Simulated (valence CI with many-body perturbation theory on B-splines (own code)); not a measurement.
Questions on W XXXVI

Computed by relativistic CI+MBPT: three valence electrons over a frozen Dirac-Fock core [Kr], radial functions for each j: 7 s, 7 p, 8 d, 6 f, 4 g, 1 h, with the one-electron correlation potential Σ1 (screened to all orders), the two-electron term Σ2, the three-electron term Σ3, Breit, model QED; selected single and double excitations, second order for the rest, scaled by the run's own slope (own B-spline code, finite nucleus).

No measured spectrum was set against this ion. As an estimate, large intervals hold to a few tenths of a per cent, small ones and those within an open d or f shell to about a per cent. The list stops below the first excitations out of the core.

Levels are named by their leading jj configuration (3d3/2^4 stands for four electrons in 3d with j = 3/2), which in mixed levels can hold well under half, so a name can repeat and another be missing.

Rates and lifetimes use the calculated energies. Strong lines usually hold to 10 to 20 %, long lifetimes can be off by a factor of two.

Task: What is the ground level?

Result: (4d3/2^3) J=3/2, composition 50 % 4d3 4F + 36 % 4d3 2D + 10 % 4d3 2P, g = 0.687.

Task: What is the ionisation energy?

Result: 1509.3 eV; NIST lists 1512.4 ± 1.5 eV (semi-empirical).

Task: How well does LS coupling describe the low levels?

Result: Among the lowest 19 levels the leading LS term, summed over configurations, holds 57 % on average. For single configurations the figures are 57 % in LS and 96 % in jj coupling. Terms mix most in the J = 3/2 level at 140900 cm⁻¹, where the leading one holds 40 %.

Task: Name the longest-lived excited levels whose lifetime is computed, and their main decay.

Result: (4d3/2^2 4d5/2) J=9/2 at 155180 cm⁻¹ lives 4.90 s, mostly by M1 to (4d3/2^2 4d5/2) J=7/2.
